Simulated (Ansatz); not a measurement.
Reaction (hydrogenolysis of the Si–F bond): `F[SiH](F)[AlH2]` + H₂ → `F[SiH2][AlH2]` + H–F

Gas-phase electronic energies from Ansatz, PBE0-D4/def2-TZVP geometries. CCSD(T)/CBS adds triple-zeta CCSD(T) − MP2 to the extrapolated MP2 energy (def2 sets, frozen cores). This one scheme is used for every species. DFT in def2-TZVPP.

`F[SiH](F)[AlH2]`:

```xyz
7

F    -1.714    1.175    0.582
Si   -0.199    0.685    0.749
F    -0.116   -0.079    2.154
Al    0.356   -0.898   -1.079
H     0.615    1.920    0.907
H     1.557   -0.579   -2.065
H    -0.498   -2.223   -1.248
```

H₂:

Cartesian coordinates in Å:
```
H -0.345 0.130 0.055
H 0.345 -0.130 -0.055
```

`F[SiH2][AlH2]`:

Z-matrix (Å, degrees):
```
Si
Al 1 2.468
F 1 1.613 2 111.5
H 1 1.492 2 112.3 3 -120.0
H 1 1.492 2 112.2 3 120.0
H 2 1.589 1 118.2 3 179.8
H 2 1.587 1 121.9 3 -0.2
```

H–F:

Z-matrix (Å, degrees):
```
F
H 1 0.920
```

(1) Is it downhill or uphill in electronic energy at CCSD(T)/CBS, and by how much? (An estimate is asked.)

(2) What do these levels give: BLYP-D4, B97M-V, ωB97X-V, B2PLYP, PBE-QIDH, BHLYP? (Best estimate.)

Largest T1 diagnostic among the species: 0.012.

Results:

(1) Computed: Uphill: ΔE = +1.29 eV.

(2) The calculation gave: BLYP-D4 1.36, B97M-V 1.32, ωB97X-V 1.31, B2PLYP 1.33, PBE-QIDH 1.26, BHLYP 1.32 eV.

Leaving LDA and LC-ωPBE aside and taking each functional with its dispersion term where it has one, the values, not all of them listed here, spread over 0.15 eV, from HSE06-D4 to r2SCAN-D4. From r2SCAN to r2SCAN0 (25 % exact exchange), in def2-TZVPP and without D4, ΔE moves by −0.04 eV. At CCSD(T), def2-SVP lies −0.15 eV from the extrapolated value and def2-TZVPP −0.02 eV.
